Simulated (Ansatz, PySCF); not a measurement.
MgF, SMILES [F][Mg], multiplicity 2. Atoms are numbered in the order given.

```xyz
2

Mg     0.0000     0.0000    -0.7594
F      0.0000     0.0000     1.0067
```
Charge 0, spin multiplicity 2.

Coordinates come from a PBE0-D3(BJ)/def2-TZVPD optimisation. The spin state was assumed, not searched.

Two levels are set side by side: PBE-D3(BJ)/def2-TZVPD (Ansatz, a first-principles code) and PBE0-D3(BJ)/def2-TZVPD (Ansatz). Each level has its own optimised geometry; the coordinates shown are those of the second. Frequencies come from the Hessian of PySCF at each geometry. Differences are taken from unrounded values.

| quantity | PBE0-D3(BJ) |
|---|---|
| bond Mg1–F2 (Å) | 1.766 |
| highest harmonic wavenumber (cm⁻¹) | 695 |
| mean harmonic wavenumber (cm⁻¹) | 695 |
| zero-point energy (kcal/mol) | 0.99 |

### Question
What does PBE-D3(BJ) give, and how far is it from PBE0-D3(BJ)? (An estimate is asked for; the answer gives what the named calculation found.)

### Answer

```tsv
quantity	PBE-D3(BJ)	PBE-D3(BJ) minus PBE0-D3(BJ)
bond Mg1–F2 (Å)	1.786	0.020
highest harmonic wavenumber (cm⁻¹)	664	-31
mean harmonic wavenumber (cm⁻¹)	664	-31
zero-point energy (kcal/mol)	0.95	-0.04
```
